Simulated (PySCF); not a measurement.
Dipole response of Mg²⁺ (magnesium, charge +2)

[Ne], closed-shell 1S. Computed with PySCF 2.14 in aug-cc-pVQZ with one added diffuse shell each of s, p, d, f, g type (8s7p5d4f3g, 109 functions), with no relativity, point nucleus. Coupled (time-dependent) response in atomic units; α is the mean over directions.

| method | mean α (bohr³) | C₆ (like pair) | S(−4) |
| --- | --- | --- | --- |
| UHF | 0.3148 | 0.2156 | 0.04154 |
| PBE | 0.3569 | 0.2575 | 0.05556 |
| PBE0 | 0.3431 | 0.2435 | 0.05074 |
| PBEsol | 0.3568 | 0.2579 | 0.05533 |
| wB97X | 0.3412 | 0.2409 | 0.05044 |

S(−4) is the Cauchy moment in α(ω) = α(0) + S(−4) ω² + …

α(iu) at PBE:

```tsv
u (hartree)	α(iu) (bohr³)
0	0.3569
0.0500	0.3567
0.100	0.3563
0.200	0.3547
0.300	0.3520
0.500	0.3436
0.750	0.3287
1.00	0.3101
1.50	0.2684
2.00	0.2273
3.00	0.1604
5.00	0.08443
```

For an ion, C₆ is the dispersion term alone; charge-induced terms of lower order in 1/R come first.
